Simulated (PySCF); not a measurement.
C2H5Ga, SMILES C=[CH][GaH2]. Atoms are numbered in the order given.

```xyz
8

Ga    -0.0393     0.7444     0.0000
H     -1.5932     0.9856     0.0000
H      0.9712     1.9463     0.0000
C      0.5725    -1.1145     0.0000
C     -0.3079    -2.1339     0.0000
H      1.6415    -1.3676     0.0000
H      0.0036    -3.1867     0.0000
H     -1.3913    -1.9622     0.0000
```
Charge 0, spin multiplicity 1.

Coordinates come from a TPSSh-D3(BJ)/def2-SVP optimisation.

All values below come from B3LYP/pcSseg-1 in PySCF.

GIAO shieldings, no solvent; atoms listed in one row are averaged. δ = σ(ref) − σ: ¹H against TMS (σ = 31.68 ppm); ¹³C against TMS (σ = 181.3 ppm), references at their B3LYP-D3(BJ)/def2-TZVP geometries, non-relativistic.

Computed chemical shifts:
```csv
nucleus,atoms,count,δ (ppm)
¹H,H6,1,7.53
¹H,H7,1,7.23
¹H,H8,1,6.74
¹H,H3,1,6.37
¹H,H2,1,6.17
¹³C,C4,1,161.4
¹³C,C5,1,156.0
```
